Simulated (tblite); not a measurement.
A geometry optimisation, step by step.

Species: C3H7GeNO.
Atom-mapped SMILES: `[H]/[N:4]=[C:3](\[CH:2]=[CH2:1])[O:5][GeH3:6]` (hydrogens: H7, H8 on C1; H9 on C2; H10 on N4; H11, H12, H13 on Ge6)

Computed with GFN2-xTB (tblite), gas phase: L-BFGS steps from a force-field or distance-geometry start until the largest atomic force falls under 0.01 eV/Å. 14 of its 48 geometries are shown.

Step 0: E = -513.3703 eV, largest atomic force 2.040 eV/Å
```
atom  x, y, z in Å  |  force x, y, z in eV/Å
C1     -2.272    0.689   -0.478   -0.567   0.585  -0.325
C2     -1.712   -0.354    0.097    0.873   0.272   0.016
C3     -0.236   -0.457    0.294    0.296  -0.309   0.133
N4      0.267   -1.489    0.856    0.533   0.023   0.099
O5      0.578    0.583   -0.150   -1.180  -1.539   0.632
Ge6     2.383    0.563    0.019    0.357  -0.715   0.449
H7     -1.696    1.529   -0.847   -0.125  -0.207   0.088
H8     -3.350    0.727   -0.588    0.190   0.163  -0.089
H9     -2.333   -1.170    0.457    0.425   0.029   0.008
H10    -0.325   -2.290    1.214    0.417   1.555  -0.785
H11     2.754    0.471    1.523   -0.259   0.057  -0.581
H12     2.962   -0.667   -0.725   -0.340   0.490   0.236
H13     2.976    1.865   -0.569   -0.619  -0.404   0.120
```

Step 4: E = -513.6980 eV, largest atomic force 0.629 eV/Å
```
atom  x, y, z in Å  |  force x, y, z in eV/Å
C1     -2.279    0.701   -0.483    0.243  -0.270   0.167
C2     -1.685   -0.339    0.096    0.078   0.367  -0.176
C3     -0.229   -0.482    0.305    0.570   0.164  -0.013
N4      0.336   -1.480    0.862   -0.097   0.194  -0.103
O5      0.542    0.522   -0.125    0.062   0.136  -0.082
Ge6     2.381    0.515    0.046   -0.342  -0.104   0.025
H7     -1.701    1.530   -0.849    0.014   0.101  -0.048
H8     -3.350    0.741   -0.597    0.053   0.047  -0.028
H9     -2.287   -1.158    0.454    0.019  -0.221   0.116
H10    -0.313   -2.204    1.169    0.136   0.059  -0.028
H11     2.733    0.473    1.492   -0.103  -0.053   0.123
H12     2.937   -0.640   -0.713   -0.094  -0.112  -0.042
H13     2.910    1.821   -0.555   -0.541  -0.308   0.090
```

Step 7: E = -513.7989 eV, largest atomic force 0.403 eV/Å
```
atom  x, y, z in Å  |  force x, y, z in eV/Å
C1     -2.258    0.701   -0.478    0.031   0.133  -0.078
C2     -1.652   -0.330    0.098    0.180  -0.045   0.028
C3     -0.183   -0.462    0.301   -0.200   0.230  -0.135
N4      0.388   -1.456    0.857   -0.278   0.226  -0.154
O5      0.560    0.547   -0.141   -0.362   0.033  -0.037
Ge6     2.323    0.468    0.067    0.326  -0.192   0.138
H7     -1.702    1.547   -0.857    0.023  -0.118   0.073
H8     -3.334    0.754   -0.605    0.269  -0.111   0.083
H9     -2.240   -1.167    0.463    0.119   0.035   0.003
H10    -0.291   -2.160    1.146    0.288  -0.083   0.079
H11     2.703    0.463    1.502   -0.125  -0.132   0.158
H12     2.906   -0.650   -0.714   -0.094  -0.232  -0.015
H13     2.776    1.746   -0.534   -0.177   0.254  -0.143
```

Step 11: E = -513.8637 eV, largest atomic force 0.223 eV/Å
```
atom  x, y, z in Å  |  force x, y, z in eV/Å
C1     -2.233    0.706   -0.480   -0.073   0.029  -0.025
C2     -1.634   -0.324    0.096   -0.115   0.057  -0.040
C3     -0.188   -0.423    0.281    0.079  -0.032   0.013
N4      0.399   -1.408    0.834    0.221  -0.014   0.022
O5      0.540    0.583   -0.161    0.061  -0.032   0.039
Ge6     2.323    0.424    0.090   -0.078   0.137  -0.091
H7     -1.687    1.551   -0.855    0.162   0.041  -0.003
H8     -3.298    0.743   -0.598   -0.204  -0.007  -0.015
H9     -2.193   -1.168    0.469   -0.111  -0.063   0.023
H10    -0.231   -2.147    1.145    0.171   0.088  -0.020
H11     2.662    0.430    1.540   -0.093  -0.125   0.026
H12     2.870   -0.702   -0.717   -0.090  -0.113   0.074
H13     2.666    1.736   -0.541    0.070   0.034  -0.003
```

Step 14: E = -513.8823 eV, largest atomic force 0.170 eV/Å
```
atom  x, y, z in Å  |  force x, y, z in eV/Å
C1     -2.237    0.714   -0.485   -0.009  -0.070   0.041
C2     -1.642   -0.320    0.093    0.168  -0.014   0.020
C3     -0.187   -0.418    0.278    0.130   0.077  -0.012
N4      0.430   -1.390    0.826   -0.071   0.044  -0.033
O5      0.537    0.592   -0.163   -0.064   0.038  -0.031
Ge6     2.320    0.425    0.087   -0.063  -0.024   0.014
H7     -1.662    1.552   -0.853   -0.109  -0.115   0.043
H8     -3.310    0.739   -0.597    0.062   0.108  -0.049
H9     -2.192   -1.171    0.472   -0.117   0.016  -0.022
H10    -0.186   -2.135    1.144    0.138  -0.034   0.029
H11     2.634    0.401    1.554   -0.083  -0.058  -0.137
H12     2.845   -0.734   -0.705   -0.103   0.056   0.110
H13     2.646    1.744   -0.546    0.121  -0.026   0.028
```

Step 18: E = -513.9042 eV, largest atomic force 0.162 eV/Å
```
atom  x, y, z in Å  |  force x, y, z in eV/Å
C1     -2.239    0.705   -0.480    0.063   0.000   0.008
C2     -1.634   -0.325    0.096   -0.121  -0.059   0.032
C3     -0.175   -0.401    0.271   -0.156  -0.042   0.003
N4      0.468   -1.359    0.812    0.073   0.037   0.000
O5      0.525    0.620   -0.176   -0.072   0.048  -0.043
Ge6     2.301    0.428    0.083   -0.040   0.006  -0.012
H7     -1.656    1.533   -0.843   -0.025   0.073  -0.042
H8     -3.309    0.757   -0.606    0.081  -0.023   0.018
H9     -2.210   -1.165    0.467    0.113  -0.021   0.016
H10    -0.102   -2.129    1.150    0.006   0.008  -0.014
H11     2.580    0.352    1.542   -0.022   0.051   0.046
H12     2.788   -0.761   -0.668   -0.023   0.010  -0.065
H13     2.659    1.744   -0.544    0.123  -0.088   0.051
```

Step 22: E = -513.9144 eV, largest atomic force 0.152 eV/Å
```
atom  x, y, z in Å  |  force x, y, z in eV/Å
C1     -2.231    0.703   -0.478   -0.073   0.023  -0.020
C2     -1.642   -0.333    0.101    0.092   0.060  -0.034
C3     -0.186   -0.398    0.269    0.136   0.066  -0.018
N4      0.484   -1.341    0.806   -0.078   0.003  -0.013
O5      0.498    0.634   -0.188    0.012  -0.031   0.018
Ge6     2.280    0.425    0.083   -0.026  -0.067   0.045
H7     -1.660    1.539   -0.847    0.060  -0.031   0.024
H8     -3.296    0.760   -0.607   -0.106  -0.032   0.007
H9     -2.201   -1.178    0.473   -0.044  -0.062   0.033
H10    -0.067   -2.123    1.148    0.030   0.029  -0.009
H11     2.555    0.349    1.543   -0.035   0.050   0.029
H12     2.762   -0.764   -0.670   -0.026  -0.002  -0.067
H13     2.699    1.725   -0.531    0.057  -0.006   0.006
```

Step 25: E = -513.9183 eV, largest atomic force 0.139 eV/Å
```
atom  x, y, z in Å  |  force x, y, z in eV/Å
C1     -2.235    0.704   -0.478   -0.016  -0.048   0.020
C2     -1.641   -0.332    0.101   -0.054  -0.028   0.003
C3     -0.183   -0.390    0.265   -0.089  -0.004  -0.012
N4      0.490   -1.331    0.802    0.050   0.017  -0.007
O5      0.493    0.642   -0.193    0.072   0.055  -0.013
Ge6     2.270    0.417    0.087    0.092   0.001  -0.001
H7     -1.655    1.537   -0.845   -0.040  -0.072   0.035
H8     -3.303    0.757   -0.606    0.003  -0.010   0.007
H9     -2.198   -1.185    0.477    0.064   0.114  -0.048
H10    -0.049   -2.118    1.147   -0.037  -0.005   0.003
H11     2.538    0.353    1.549   -0.030   0.026   0.019
H12     2.746   -0.767   -0.679   -0.026   0.004  -0.031
H13     2.721    1.714   -0.524    0.012  -0.051   0.026
```

Step 29: E = -513.9216 eV, largest atomic force 0.053 eV/Å
```
atom  x, y, z in Å  |  force x, y, z in eV/Å
C1     -2.243    0.699   -0.477   -0.003  -0.001  -0.001
C2     -1.641   -0.332    0.099    0.022   0.001   0.004
C3     -0.183   -0.382    0.261    0.037   0.013  -0.004
N4      0.494   -1.321    0.797   -0.003   0.004  -0.005
O5      0.496    0.651   -0.197    0.004  -0.001   0.004
Ge6     2.274    0.409    0.092    0.014   0.001   0.001
H7     -1.657    1.527   -0.840   -0.041   0.027  -0.019
H8     -3.310    0.751   -0.604   -0.006  -0.012   0.007
H9     -2.190   -1.182    0.477   -0.013  -0.036   0.015
H10    -0.042   -2.111    1.144   -0.019   0.031  -0.016
H11     2.521    0.364    1.558   -0.004  -0.021   0.007
H12     2.730   -0.768   -0.695   -0.002  -0.024   0.011
H13     2.746    1.697   -0.513    0.015   0.017  -0.006
```

Step 33: E = -513.9229 eV, largest atomic force 0.059 eV/Å
```
atom  x, y, z in Å  |  force x, y, z in eV/Å
C1     -2.246    0.694   -0.475   -0.013   0.010  -0.003
C2     -1.637   -0.333    0.100    0.009   0.024  -0.015
C3     -0.177   -0.376    0.257   -0.011   0.011   0.003
N4      0.498   -1.316    0.794   -0.013  -0.001   0.000
O5      0.501    0.657   -0.198    0.002   0.007  -0.009
Ge6     2.282    0.407    0.093   -0.034  -0.011   0.003
H7     -1.674    1.530   -0.843   -0.001  -0.001  -0.001
H8     -3.314    0.744   -0.600   -0.020  -0.038   0.016
H9     -2.186   -1.187    0.480    0.050   0.030  -0.010
H10    -0.047   -2.099    1.139    0.000  -0.016   0.005
H11     2.513    0.360    1.563    0.012  -0.021  -0.020
H12     2.723   -0.776   -0.696    0.006   0.005   0.030
H13     2.761    1.695   -0.510    0.013   0.001   0.000
```

Step 36: E = -513.9241 eV, largest atomic force 0.080 eV/Å
```
atom  x, y, z in Å  |  force x, y, z in eV/Å
C1     -2.253    0.693   -0.475   -0.001  -0.001  -0.002
C2     -1.631   -0.328    0.098   -0.048   0.008   0.003
C3     -0.172   -0.366    0.255   -0.053  -0.022  -0.010
N4      0.497   -1.311    0.791    0.020   0.013   0.007
O5      0.508    0.664   -0.201   -0.007   0.015  -0.008
Ge6     2.284    0.403    0.095    0.031   0.062  -0.034
H7     -1.690    1.533   -0.847   -0.018   0.004  -0.001
H8     -3.324    0.728   -0.592    0.010  -0.017   0.007
H9     -2.172   -1.185    0.480    0.040   0.034  -0.014
H10    -0.053   -2.091    1.134    0.006  -0.016   0.003
H11     2.508    0.352    1.565    0.018  -0.012  -0.005
H12     2.719   -0.784   -0.691    0.013   0.006   0.019
H13     2.775    1.693   -0.508   -0.011  -0.072   0.033
```

Step 40: E = -513.9250 eV, largest atomic force 0.032 eV/Å
```
atom  x, y, z in Å  |  force x, y, z in eV/Å
C1     -2.259    0.693   -0.475   -0.010   0.001  -0.003
C2     -1.630   -0.324    0.096    0.002   0.000  -0.003
C3     -0.172   -0.362    0.252    0.006   0.009  -0.002
N4      0.497   -1.306    0.789   -0.004   0.007  -0.003
O5      0.510    0.669   -0.204    0.003  -0.003  -0.001
Ge6     2.287    0.405    0.094   -0.005  -0.027   0.017
H7     -1.705    1.537   -0.850   -0.010   0.006  -0.001
H8     -3.330    0.715   -0.586   -0.014   0.003  -0.004
H9     -2.161   -1.184    0.480   -0.019  -0.004   0.004
H10    -0.056   -2.087    1.131    0.019   0.001   0.000
H11     2.508    0.346    1.564    0.016   0.000   0.003
H12     2.717   -0.787   -0.685    0.015   0.001   0.000
H13     2.790    1.685   -0.503    0.001   0.006  -0.005
```

Step 43: E = -513.9254 eV, largest atomic force 0.034 eV/Å
```
atom  x, y, z in Å  |  force x, y, z in eV/Å
C1     -2.265    0.693   -0.476   -0.002  -0.008   0.009
C2     -1.631   -0.322    0.095   -0.002  -0.004  -0.009
C3     -0.172   -0.358    0.248   -0.014  -0.001   0.019
N4      0.497   -1.301    0.788    0.018  -0.003  -0.007
O5      0.511    0.672   -0.205   -0.004   0.001  -0.005
Ge6     2.289    0.401    0.097   -0.028  -0.015   0.002
H7     -1.715    1.540   -0.852   -0.015  -0.013   0.002
H8     -3.336    0.711   -0.585    0.004   0.005  -0.002
H9     -2.162   -1.184    0.481    0.011   0.029  -0.014
H10    -0.050   -2.085    1.130   -0.001   0.003   0.001
H11     2.512    0.343    1.566    0.012   0.001   0.021
H12     2.721   -0.789   -0.682    0.015  -0.014  -0.009
H13     2.794    1.680   -0.500    0.006   0.018  -0.008
```

Step 47: E = -513.9256 eV, largest atomic force 0.006 eV/Å
```
atom  x, y, z in Å  |  force x, y, z in eV/Å
C1     -2.268    0.693   -0.476   -0.001   0.001   0.000
C2     -1.631   -0.320    0.094    0.002   0.003   0.003
C3     -0.172   -0.356    0.248    0.004   0.000  -0.001
N4      0.498   -1.299    0.787    0.000  -0.002  -0.002
O5      0.512    0.673   -0.206   -0.005   0.003   0.002
Ge6     2.289    0.398    0.099    0.003   0.001  -0.002
H7     -1.723    1.542   -0.853    0.001   0.000  -0.002
H8     -3.340    0.708   -0.584   -0.002  -0.001   0.000
H9     -2.161   -1.181    0.480   -0.003  -0.003  -0.002
H10    -0.048   -2.083    1.129    0.000   0.001   0.003
H11     2.518    0.341    1.568    0.000   0.001  -0.002
H12     2.727   -0.791   -0.682    0.002  -0.002   0.000
H13     2.796    1.678   -0.499   -0.001  -0.003   0.003
```

Question: Summarise the path.

Answer: The energy falls by 0.5552 eV from step 0 to step 47; nine tenths of that is first reached at step 12. It never rises by more than 0.2 meV. The largest force goes from 2.040 to 0.006 eV/Å. Among the bonds C3–O5 changes most, from 1.393 to 1.316 Å; the atoms move by 0.207 Å rms after alignment.

The cost below is that of the whole relaxation. On one thread, Arm Neoverse V1 (aarch64), on a shared host, this took 0.24 s wall.
